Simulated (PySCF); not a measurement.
# UHF on N²⁺ (nitrogen, charge +2)

Configuration: [He] 2s1 2p1 3d1, one real determinant (an excited configuration). All numbers are calculated (PySCF 2.14, scalar relativity by spin-free X2C-1e, in aug-cc-pVQZ-DK).

```
Total energy                                                  : -51.410579 hartree
One-electron energy                                           : -62.2240 hartree
Hartree (Coulomb) energy                                      : 16.3248 hartree
Exchange energy                                               : -5.5114 hartree
⟨S²⟩                                                          : 3.7500
⟨L²⟩                                                          : 8.006
Sum of ⟨r⟩                                                    : 5.731 bohr
Sum of ⟨r²⟩                                                   : 14.02 bohr²
Traceless quadrupole moment −½Σ⟨3z² − r²⟩ along its main axis : 2.61 e·bohr²
Langevin diamagnetic susceptibility                           : -11.1 ×10⁻⁶ cm³/mol
```

```json
{"shell": "1s α", "electrons": "1", "mean orbital energy (hartree)": "-17.73524", "rms radius, mean of both spins (bohr)": "0.264"}
{"shell": "1s β", "electrons": "1", "mean orbital energy (hartree)": "-17.58941", "rms radius, mean of both spins (bohr)": "0.264"}
{"shell": "2s α", "electrons": "1", "mean orbital energy (hartree)": "-2.55914", "rms radius, mean of both spins (bohr)": "1.20"}
{"shell": "2p α", "electrons": "1", "mean orbital energy (hartree)": "-2.18709", "rms radius, mean of both spins (bohr)": "1.14"}
{"shell": "3d α", "electrons": "1", "mean orbital energy (hartree)": "-0.52625", "rms radius, mean of both spins (bohr)": "3.34"}
```

⟨L²⟩ = 8.01 against 12 for a pure F term, so this real determinant mixes terms. The outer electron is Rydberg-like, and this basis confines it to a smaller radius and binds it less than a complete one would.

Spin-orbit constants ζ (cm⁻¹) from the X2C one-electron operator on these orbitals: bare nucleus, nucleus screened by l(l+1)(2l+1)/3 electrons, and screened by the Breit-Pauli mean field of the electrons.

```tsv
shell	bare	screened nucleus	mean field
2p	220.6	157.6	136.1
3d	4.099	1.757	1.643
```

To first order the Landé constant is A = 15.49 cm⁻¹, so the lowest level has J = 3/2 and lies 0.0115 eV below the centre of the term. This holds in LS coupling only.
